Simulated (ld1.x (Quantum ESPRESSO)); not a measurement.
Ranking ultrasoft potentials for fluorine

All share these settings but for the change named:

| Item | Value |
| --- | --- |
| Element | fluorine (F) |
| Generator | ld1.x (Quantum ESPRESSO) 7.5 |
| Type | ultrasoft |
| Functional | LDA (PZ) |
| Relativity | scalar-relativistic |
| Frozen core | [He] |
| Valence charge | 7 |
| Reference configuration | 2s1.5 2p5.5 |
| Partial waves | 2s (bound): rcut 0.70, rcutus 0.85 bohr; 2s channel at 1.2 Ry: rcut 0.70, rcutus 0.85 bohr; 2p (bound): rcut 1.15, rcutus 1.40 bohr; 2p channel at 3.15 Ry: rcut 1.15, rcutus 1.40 bohr |
| Local potential | all-electron potential smoothed inside 1.05 bohr (lloc = -2) |
| Core correction | a·sin(br)/r model core inside 0.45 bohr |
| Augmentation charge | PSQ, radius 0.75 bohr |

Cutoff: the first of the cutoffs (Ry, on a coarse ladder) from which the occupation-weighted sum of valence levels, in a spherical-Bessel basis at the reference potential, stays within 10 and 1 mRy of its value at 400 Ry; the density cutoff is not measured.

The base gives 40 Ry.

Of 11 variants that were run, those that failed, showed a ghost or another fault, or gave nearly equal values are left out.

A variant can come out equal or close to the base.

Rank these variants from softest to hardest (loose cutoff).
A. reference 2s2 2p5
B. all radii but the core radius scaled by about 0.80 (s 0.68, p 1.12 bohr, rcut 0.56/0.92); local potential all-electron potential smoothed inside 0.84 bohr (lloc = -2); augmentation PSQ, radius 0.60 bohr
C. reference 2s2 2p4
D. waves 2p (bound): rcut 1.15, rcutus 1.66 bohr; 2p channel at 3.15 Ry: rcut 1.15, rcutus 1.66 bohr

D (30 Ry), A (35 Ry), C (40 Ry), B (70 Ry).
